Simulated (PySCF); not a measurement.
C4H9Cl, triplet, at the geometry of the source list (a higher spin typed on purpose: for a closed-shell molecule this is an excited state), with bond 14-4 at 1.6 times its length. Base run: CAMB3LYP/STO-3G (PySCF).

Geometry (Å):
```xyz
14

C     -0.2987     1.4261    -0.0090
C      0.0313    -0.0195     0.3342
C      1.3598    -0.4463    -0.2735
C     -1.0945    -0.9590    -0.0737
Cl     0.1995    -0.1244     2.1316
H     -0.4081     1.5300    -1.0864
H     -1.2276     1.7297     0.4669
H      0.4944     2.0895     0.3267
H      2.1610     0.2078     0.0609
H      1.6027    -1.4657     0.0155
H      1.2981    -0.3963    -1.3585
H     -1.2268    -0.9238    -1.1529
H     -2.0274    -0.6672     0.4019
H     -0.7254    -2.5940     0.3903
```
Charge 0, spin multiplicity 3.
Orbitals are unrestricted.
All else is at PySCF's defaults.
Base energy -610.76014 Eh.

Variants of this job, named by their change:

```
change                                                                            ΔE vs base (mEh)  SCF cycles  <S^2>
--------------------------------------------------------------------------------  ----------------  ----------  -----
base                                                                                         0.000          11  2.003
damp = 0.5; diis_start_cycle = 5                                                             0.000          12  2.003
init_guess = huckel                                                                          0.000          14  2.003
level_shift = 0.1 (with mf.max_cycle = 100)                                                  0.000          13  2.003
diis_space = 2                                                                               0.000          14  2.003
conv_tol = 1e-6                                                                              0.000           8  2.003
diis = off; damp = 0.3 (with mf.diis_start_cycle = 200; with mf.max_cycle = 150)             0.000          19  2.003
DIIS = EDIIS                                                                                 0.000          33  2.003
conv_tol = 1e-7                                                                              0.000           9  2.003
conv_tol_grad = 1e-7                                                                         0.000          15  2.003
diis_space = 20                                                                              0.000          11  2.003
diis = off (with mf.max_cycle = 100)                                                         0.000          45  2.003
init_guess = 1e                                                                              0.000          15  2.003
```

Open shells are given as the SCF converged; they aren't shown to be the lowest states, and a large step between rows can be another state.
